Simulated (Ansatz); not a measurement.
Ansatz (a quantum-chemistry and plane-wave program) job for hydrogen telluride (H₂Te), SMILES [TeH2], PBE0/def2-TZVPD. The structure is a stationary point at PBE-D3(BJ)/def2-TZVPD. The def2 effective core potentials stand for the cores of Te; spin–orbit coupling is left out.

Ansatz 0.2 input:
```yaml
crystal:
  periodic: [false, false, false]
  atoms:
    - {symbol: Te, position_ang: [0.00000000, -0.00000001, 0.04387175]}
    - {symbol: H, position_ang: [0.00000000, -1.17877998, -1.14066564]}
    - {symbol: H, position_ang: [0.00000000, 1.17878037, -1.14066525]}
basis:
  gaussian:
    orbitals: def2-TZVPD
hamiltonian:
  xc: {name: PBE0}
```

Output:

```
WARN ansatz: RAYON_NUM_THREADS=1 ignored (pool sized by the plan → 1); use --threads N
Functional definition: PBE0
integrals: 0.01 GiB planned
579 factors; their error is unknown
mean field: 0.17 GiB planned
mean field evaluation 1: about -7325.5491 eV, gradient 5.7e0 eV
mean field evaluation 2: about -7325.6031 eV, gradient 5.3e0 eV
mean field evaluation 4: about -7325.6473 eV, gradient 2.6e-1 eV
mean field evaluation 8: about -7325.8146 eV, gradient 1.3e-2 eV
mean field -7325.81457549 eV, -269.2187200339 hartree, gradient 1.5e-5 eV, S^2 0.000000; 0 other end points of the search recorded, 0 dependent functions left out
reference -7325.81460379 eV, -269.2187210739 hartree; 13, 13 occupied and 64, 64 virtual orbitals, 579 factors
Total energy: -7325.81460379 eV, -269.2187210739 hartree
```

The calculation finished and met its thresholds.
